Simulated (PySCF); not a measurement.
Si(CCH)(Cl)2(Me) (C3H4Cl2Si), SMILES Cl[Si](C#C)(Cl)C. Atoms are numbered in the order given.

```xyz
10

C      2.9592     0.3921     0.0000
C      1.7680     0.1466     0.0000
Si    -0.0069    -0.2669     0.0000
C     -0.2994    -2.0939     0.0000
Cl    -0.8650     0.5840     1.6699
Cl    -0.8650     0.5840    -1.6699
H      4.0119     0.6155     0.0000
H      0.1531    -2.5468    -0.8950
H     -1.3783    -2.3080     0.0000
H      0.1531    -2.5468     0.8950
```

Geometry optimised at PBE0-D3(BJ)/def2-SVP.

Level of theory: PySCF with TDA-PBE/def2-SVPD.

Vertical excitations. Gas-phase values at a fixed geometry. State labels are in the subgroup Cs.

Computed UV-visible absorptions:
| state | symmetry | energy (eV) | λ (nm) | f | main pairs |
|---|---|---|---|---|---|
| S1 | A" | 5.81 | 213 | 0.000 | HOMO→LUMO+1 64 %, HOMO−1→LUMO 36 % |
| S2 | A' | 5.94 | 209 | 0.005 | HOMO→LUMO 57 %, HOMO−1→LUMO+1 42 % |
| S3 | A" | 5.96 | 208 | 0.001 | HOMO−1→LUMO 63 %, HOMO→LUMO+1 36 % |
| S4 | A" | 6.19 | 200 | 0.000 | HOMO−2→LUMO 99 % |
| S5 | A' | 6.24 | 199 | 0.007 | HOMO−3→LUMO 96 % |
| S6 | A' | 6.26 | 198 | 0.000 | HOMO−2→LUMO+1 99 % |
| S7 | A" | 6.38 | 194 | 0.016 | HOMO−3→LUMO+1 94 % |
| S8 | A' | 6.59 | 188 | 0.047 | HOMO−4→LUMO 84 % |
| S9 | A" | 6.67 | 186 | 0.000 | HOMO−4→LUMO+1 98 % |
| S10 | A' | 6.88 | 180 | 0.018 | HOMO−5→LUMO+1 95 % |
| T1 | A' | 4.80 | 258 | 0 | HOMO→LUMO 54 %, HOMO−1→LUMO+1 36 % |
| T2 | A" | 5.19 | 239 | 0 | HOMO−1→LUMO 50 %, HOMO→LUMO+1 45 % |
| T3 | A' | 5.20 | 238 | 0 | HOMO−1→LUMO+1 59 %, HOMO→LUMO 36 % |
| T4 | A" | 5.79 | 214 | 0 | HOMO→LUMO+1 54 %, HOMO−1→LUMO 46 % |
Triplets are in the Tamm–Dancoff approximation.
